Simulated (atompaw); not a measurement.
## Varying the PAW (atompaw) potential for nitrogen

Base potential:

| Quantity | Value |
| --- | --- |
| Element | N |
| Generator | atompaw 4.2.0.5 |
| Type | PAW |
| Functional | LDA (PW92) |
| Relativity | scalar-relativistic |
| Frozen core | [He] |
| Valence charge | 5 |
| Reference configuration | 2s2 2p3 |
| Partial waves | 2s (bound); 2s channel at 0.15 Ry; 2p (bound); 2p channel at 0.5 Ry |
| Local potential | troulliermartins scheme with l = 2 at 0 Ry, radius 1.30 bohr |
| Core correction | smooth core density matched at 1.70 bohr |
| Augmentation charge | sinc compensation charge, radius 1.70 bohr; PAW radius 1.95 bohr; waves and projectors: bloechl |

All-electron outer shells of the reference configuration (LDA (PW92), scalar-relativistic, ld1.x):

```
shell  level (eV)  outermost node (bohr)  outermost maximum (bohr)
   1s     -381.51                      –                      0.15
   2s      -18.42                   0.32                      1.02
   2p       -7.24                      –                      0.97
```

Cutoffs, loose and tight: the cutoffs (Ry, on a coarse ladder) from which the occupation-weighted sum of valence levels, in a spherical-Bessel basis at the reference potential, stays within 10 and 1 mRy of its value at 400 Ry. They see the waves, projectors and local potential, not the compensation charge or the core. A dash means not determined.

A true bound ghost makes a file unfit for plane-wave use even where its test errors are small: the radial tests pick states by their node count and pass the ghost by.

| change | outcome | cutoff, loose | cutoff, tight | bound ghosts |
| --- | --- | --- | --- | --- |
| base | generated | 45 Ry | 80 Ry | none |
| wave 2s channel at 0.15 Ry becomes 2s channel at 7.91 Ry | generated | 45 Ry | 80 Ry | none |
| functional PBE | generated | 45 Ry | 80 Ry | none |
| non-relativistic | generated | 45 Ry | 80 Ry | none |
| local potential troulliermartins scheme with l = 2 at 0 Ry, radius 1.32 bohr | generated | 45 Ry | 80 Ry | none |
| waves 2s (bound): rc 1.95 bohr; 2s channel at 0.15 Ry: rc 0.90 bohr; 2p (bound): rc 1.95 bohr; 2p channel at 0.5 Ry: rc 1.95 bohr; augmentation sinc compensation charge, radius 1.70 bohr; PAW radius 1.95 bohr; waves and projectors: custom polynom gramschmidtortho | generated | 18 Ry | 30 Ry | s |
| waves 2s (bound): rc 1.95 bohr; 2s channel at 0.15 Ry: rc 0.90 bohr; 2p (bound): rc 1.95 bohr; 2p channel at 0.5 Ry: rc 1.95 bohr; augmentation sinc compensation charge, radius 1.70 bohr; PAW radius 1.95 bohr; waves and projectors: custom polynom vanderbiltortho | generated | 18 Ry | 30 Ry | s |
| augmentation sinc compensation charge, radius 1.42 bohr; PAW radius 1.95 bohr; waves and projectors: bloechl | generated | 45 Ry | 80 Ry | none |
| core correction smooth core density matched at 1.26 bohr | generated | 45 Ry | 80 Ry | none |

Question: What comes out with this change to the base: all radii scaled by about 1.29 (s 2.52, p 2.52 bohr); local potential troulliermartins scheme with l = 2 at 0 Ry, radius 1.68 bohr; augmentation sinc compensation charge, radius 2.20 bohr; PAW radius 2.52 bohr; waves and projectors: bloechl; core correction smooth core density matched at 2.20 bohr?

Answer: outcome: generated; cutoff, loose: 30 Ry; cutoff, tight: 50 Ry; bound ghosts: none.

Question: What comes out with this change to the base: all radii scaled by about 0.76 (s 1.48, p 1.48 bohr); local potential troulliermartins scheme with l = 2 at 0 Ry, radius 1.00 bohr; augmentation sinc compensation charge, radius 1.30 bohr; PAW radius 1.48 bohr; waves and projectors: bloechl; core correction smooth core density matched at 1.30 bohr?

Answer: outcome: generated; cutoff, loose: 45 Ry; cutoff, tight: 110 Ry; bound ghosts: none.

Question: What comes out with this change to the base: local potential bessel scheme, radius 1.30 bohr?

Answer: outcome: generated; cutoff, loose: 25 Ry; cutoff, tight: 35 Ry; bound ghosts: none.
